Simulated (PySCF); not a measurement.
# Polarisability and C₆ of Rh²⁺ (rhodium, charge +2)

[Kr] 4d6 5s1, high-spin 6D determinant (an excited configuration). Computed with PySCF 2.14 in aug-cc-pwCVTZ-PP with ECP28MDF, with scalar relativity through the core potential. Coupled (time-dependent) response in atomic units; α is the mean over directions.

| method | mean α (bohr³) | α xx, yy, zz | C₆ (like pair) | S(−4) |
| --- | --- | --- | --- | --- |
| PBE0 | 19.02 | 18.73, 18.73, 19.61 | 105.3 | 226.8 |

S(−4) is the Cauchy moment in α(ω) = α(0) + S(−4) ω² + …

Spin-orbit coupling is absent.

α(iu) at PBE0:

```csv
u (hartree),α(iu) (bohr³)
0,19.02
0.0500,18.48
0.100,17.07
0.200,13.46
0.300,10.51
0.500,7.074
0.750,4.994
1.00,3.831
1.50,2.525
2.00,1.796
3.00,1.030
5.00,0.4521
```

For an ion, C₆ is the dispersion term alone; charge-induced terms of lower order in 1/R come first.

The components differ because the open shell of this determinant is not spherical; for a pure term their mean is the scalar polarisability.

Energies and moments cover only the electrons outside the core potential.
